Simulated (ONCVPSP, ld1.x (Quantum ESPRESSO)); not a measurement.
Pseudopotentials across the periodic table

Generated with ld1.x 7.5 (TM, RRKJ, ultrasoft, PAW), atompaw 4.2 or ONCVPSP 4.0.1. The cutoff is in Ry: for ld1.x and atompaw files where the sum of valence levels is converged to 10 mRy in a Bessel basis, for ONCV files where the hardest occupied wave has 1 mHa per electron of residual kinetic energy. The error is the largest all-electron minus pseudo excitation energy over each file’s own four to seven test configurations (ionisations up to +4, promotions, holes and added fractions of an electron), all of which were solved. The labels leave out finer settings (local radius, basis sizes, second energies), which also bear on the numbers. Spin-polarised tests are not counted. The rows are a selection from randomly drawn settings: files with unsolved tests, undetermined cutoffs or missed reference levels are left out.

A true bound ghost makes a file unfit for plane-wave use even where its test errors are small: the radial tests pick states by their node count and pass the ghost by.

```csv
element,potential,cutoff (Ry),largest error (meV),bound ghosts
Si,"TM, PBE, scalar-relativistic, rc 1.15/2.05 (sp), local s, core correction no, reference 3s2 3p0",60,+183,none
Ru,"ONCV, LDA (Perdew-Wang 92), scalar-relativistic, rc 1.50/1.05/2.10/1.85 (spdf), local smoothed, core correction yes, reference 4s2 4p6 4d6 5s2, qcut 7.3/7.9/8.9/5.9, projectors 2/1/2/1",89,-5.1,s
I,"ONCV, LDA (Perdew-Zunger), scalar-relativistic, rc 1.35/1.15/1.25 (spd), local smoothed, core correction yes, reference 4s2 4p6 4d10 5s2 5p5, qcut 11.1/14.3/14.5, projectors 2/2/2",123,-13,none
Tb,"ONCV, LDA (Perdew-Wang 92), scalar-relativistic, rc 2.45/2.75/2.85 (spd), local smoothed, core correction yes, reference 5s2 5p6 5d1 6s1.5 6p0.5, qcut 4.4/5.4/4.9, projectors 2/2/1",16,-746,none
Er,"ONCV, PBE, fully relativistic, rc 1.85/1.90/3.25 (spd), local smoothed, core correction yes, reference 5s2 5p6 5d1 6s1.5, qcut 6/6.4/5.4, projectors 3/2/2",28,+23,none
Tl,"TM, PBE, non-relativistic, rc 1.75/2.60/1.85 (spd), local s, core correction yes, reference 5d10 6s2 6p0",50,-26,none
```

(1) Fill in the row for N: TM, PBEsol, scalar-relativistic, rc 1.00/2.10/2.05 (spd), local p, core correction no, reference 2s2 2p2.

(2) Fill in the row for Ge: TM semilocal, LDA (PZ), scalar-relativistic, rc 1.25/1.55/1.20 (spd), local p, core correction no, reference 4s2 4p2.

(3) Fill in the row for Sn: ultrasoft, PBE, fully relativistic, rc 2.20/2.95/1.75 (spd), local smoothed, core correction yes, reference 4d10 5s2 5p2.

Answers

(1) cutoff 50 Ry, largest error +2268 meV, bound ghosts: none.

(2) cutoff 50 Ry, largest error +267 meV, bound ghosts: none.

(3) cutoff 40 Ry, largest error -156 meV, bound ghosts: none.
